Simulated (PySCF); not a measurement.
C₅H₁₀O, singlet, at a GFN2-xTB geometry; PySCF with DF-HF/3-21G.

PySCF was given this input:
```python
from pyscf import gto, scf

mol = gto.Mole()
mol.atom = '''
    C    -1.284490    1.362568   -0.340191
    C    -0.797619   -0.067043   -0.480514
    C    -0.842938   -0.940742    0.779172
    O     0.559090   -1.196235    0.705504
    C     0.721629   -0.350013   -0.443731
    C     1.668579    0.810779   -0.195803
    H    -2.368547    1.369478   -0.245379
    H    -1.011993    1.944236   -1.217790
    H    -0.861801    1.839323    0.539750
    H    -1.281725   -0.536171   -1.339094
    H    -1.108786   -0.409601    1.698732
    H    -1.427894   -1.861932    0.709389
    H     1.077530   -0.936493   -1.300871
    H     1.646818    1.495751   -1.039362
    H     2.678987    0.429300   -0.073351
    H     1.393727    1.342695    0.710344
'''
mol.basis = '3-21g'
mol.charge = 0
mol.spin = 0
mol.verbose = 4
mol.max_memory = 1800
mol.build()

mf = scf.RHF(mol)
mf = mf.density_fit(auxbasis='def2-universal-jkfit')
mf.kernel()
```

Question: Predict the main parts of the log of this PySCF run.

Answer: 
```
PySCF version 2.14.0

[INPUT] verbose = 4
[INPUT] num. atoms = 16
[INPUT] num. electrons = 48
[INPUT] charge = 0
[INPUT] spin (= nelec alpha-beta = 2S) = 0
[INPUT] symmetry False subgroup None
[INPUT] Mole.unit = angstrom
[INPUT] Symbol           X                Y                Z      unit          X                Y                Z       unit  Magmom
[INPUT]  1 C     -1.284490000000   1.362568000000  -0.340191000000 AA   -2.427334309743   2.574880346096  -0.642867820042 Bohr   0.0
[INPUT]  2 C     -0.797619000000  -0.067043000000  -0.480514000000 AA   -1.507281461749  -0.126692908569  -0.908039859019 Bohr   0.0
[INPUT]  3 C     -0.842938000000  -0.940742000000   0.779172000000 AA   -1.592921959989  -1.777744733876   1.472421683930 Bohr   0.0
[INPUT]  4 O      0.559090000000  -1.196235000000   0.705504000000 AA    1.056526978983  -2.260556530619   1.333209339785 Bohr   0.0
[INPUT]  5 C      0.721629000000  -0.350013000000  -0.443731000000 AA    1.363681173544  -0.661428710037  -0.838530062979 Bohr   0.0
[INPUT]  6 C      1.668579000000   0.810779000000  -0.195803000000 AA    3.153157327201   1.532150257549  -0.370014044368 Bohr   0.0
[INPUT]  7 H     -2.368547000000   1.369478000000  -0.245379000000 AA   -4.475905143160   2.587938353617  -0.463699106720 Bohr   0.0
[INPUT]  8 H     -1.011993000000   1.944236000000  -1.217790000000 AA   -1.912389609977   3.674073561520  -2.301289577234 Bohr   0.0
[INPUT]  9 H     -0.861801000000   1.839323000000   0.539750000000 AA   -1.628567863876   3.475816724613   1.019979675734 Bohr   0.0
[INPUT] 10 H     -1.281725000000  -0.536171000000  -1.339094000000 AA   -2.422109217008  -1.013216345934  -2.530520915048 Bohr   0.0
[INPUT] 11 H     -1.108786000000  -0.409601000000   1.698732000000 AA   -2.095301870752  -0.774033710348   3.210138239035 Bohr   0.0
[INPUT] 12 H     -1.427894000000  -1.861932000000   0.709389000000 AA   -2.698328594910  -3.518541542564   1.340550925779 Bohr   0.0
[INPUT] 13 H      1.077530000000  -0.936493000000  -1.300871000000 AA    2.036236591003  -1.769715287572  -2.458289913389 Bohr   0.0
[INPUT] 14 H      1.646818000000   1.495751000000  -1.039362000000 AA    3.112034997004   2.826559740544  -1.964109524280 Bohr   0.0
[INPUT] 15 H      2.678987000000   0.429300000000  -0.073351000000 AA    5.062551721270   0.811259425276  -0.138613300963 Bohr   0.0
[INPUT] 16 H      1.393727000000   1.342695000000   0.710344000000 AA    2.633762322412   2.537325818823   1.342355614228 Bohr   0.0

nuclear repulsion = 256.701593077973
number of shells = 50
number of NR pGTOs = 120
number of NR cGTOs = 74
basis = 3-21g
ecp = {}

******** <class 'pyscf.df.df_jk.DFRHF'> ********
method = DFRHF
initial guess = minao
damping factor = 0
level_shift factor = 0
DIIS = <class 'pyscf.scf.diis.CDIIS'>
diis_start_cycle = 1
diis_space = 8
diis_damp = 0
SCF conv_tol = 1e-09
SCF conv_tol_grad = None
SCF max_cycles = 50
direct_scf = False
Set gradient conv threshold to 3.16228e-05
Initial guess from minao.
******** <class 'pyscf.df.df.DF'> ********
auxbasis = def2-universal-jkfit
init E= -269.688808330131
  HOMO = -0.287935679175401  LUMO = 0.155342642989953  gap/eV = 12.06222
cycle= 1 E= -268.387758716907  delta_E=  1.3  |g|= 0.589  |ddm|= 3.59
  HOMO = -0.340589997485817  LUMO = 0.227292585074712  gap/eV = 15.45287
cycle= 2 E= -268.461484182225  delta_E= -0.0737  |g|= 0.337  |ddm|= 0.785
  HOMO = -0.392662718383076  LUMO = 0.246181953440406  gap/eV = 17.38385
cycle= 3 E= -268.481668103885  delta_E= -0.0202  |g|= 0.0527  |ddm|= 0.335
  HOMO = -0.386630902574495  LUMO = 0.250374371293746  gap/eV = 17.33380
cycle= 4 E= -268.48265071401  delta_E= -0.000983  |g|= 0.0105  |ddm|= 0.0916
  HOMO = -0.390847113771331  LUMO = 0.24965637538811  gap/eV = 17.42899
cycle= 5 E= -268.482692334918  delta_E= -4.16e-05  |g|= 0.00316  |ddm|= 0.0227
  HOMO = -0.390646400720888  LUMO = 0.249766549393255  gap/eV = 17.42652
cycle= 6 E= -268.482697827235  delta_E= -5.49e-06  |g|= 0.000687  |ddm|= 0.0102
  HOMO = -0.390874243694315  LUMO = 0.249779971357172  gap/eV = 17.43309
cycle= 7 E= -268.482698079704  delta_E= -2.52e-07  |g|= 0.00015  |ddm|= 0.00205
  HOMO = -0.3908902772173  LUMO = 0.249773982461218  gap/eV = 17.43336
cycle= 8 E= -268.482698089503  delta_E= -9.8e-09  |g|= 3.55e-05  |ddm|= 0.000341
  HOMO = -0.390890193059084  LUMO = 0.249775157906297  gap/eV = 17.43339
cycle= 9 E= -268.482698089965  delta_E= -4.62e-10  |g|= 5.2e-06  |ddm|= 7.29e-05
  HOMO = -0.390890437012089  LUMO = 0.249775009141149  gap/eV = 17.43339
Extra cycle  E= -268.482698089979  delta_E= -1.4e-11  |g|= 1.99e-06  |ddm|= 1.21e-05
converged SCF energy = -268.482698089979
```
